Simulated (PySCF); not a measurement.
**Shapes and spin states of Mn(OH)2**

All numbers come from PySCF, PBE, basis Mn def2-SVP, O def2-SVP, H def2-SVP (no relativity, density fitting).

Relaxations began from a few typed shapes and spin states; open shells are unrestricted. The search is not exhaustive: other isomers or separated fragments can lie lower, and high-lying points may rest on an excited occupation.

Order these stationary points by electronic energy, lowest first, in kJ/mol from the lowest minimum.
A. sextet C2: Mn–O 1.807 Å (×2), O–H 0.971 Å (×2); H–O–Mn 127.8° (×2), O–Mn–O 172.1°
B. quartet (⟨S²⟩ 4.08) C2h: Mn–O 1.755 Å (×2), O–H 0.972 Å (×2); H–O–Mn 135.0° (×2), O–Mn–O 180.0°
C. quartet C2: Mn–O 1.740 Å (×2), O–H 0.973 Å (×2); H–O–Mn 131.4° (×2), O–Mn–O 147.8°
D. broken-symmetry Ms = 1/2 (⟨S²⟩ 1.73) D∞h: Mn–O 1.704 Å (×2), O–H 0.969 Å (×2); H–O–Mn 180.0° (×2), O–Mn–O 180.0°
E. sextet C2h: Mn–O 1.808 Å (×2), O–H 0.971 Å (×2); H–O–Mn 128.6° (×2), O–Mn–O 180.0°

A (0.0), E (2.3), C (110.7), B (113.0), D (172.1).

Which of them are minima?

By energy in kJ/mol, 0.0: minimum; 2.3: saddle point, 1 imaginary mode; 110.7: minimum; 113.0: saddle point, 1 imaginary mode; 172.1: saddle point, 1 imaginary mode.

For the lowest minimum: open d and f shells are described by one determinant, and the ground state may have another occupation or spin.

The electron or spin density has lower symmetry than the nuclear frame for the quartet (⟨S²⟩ 4.08) C2h at 113.0 kJ/mol, broken-symmetry Ms = 1/2 (⟨S²⟩ 1.73) D∞h at 172.1 kJ/mol.
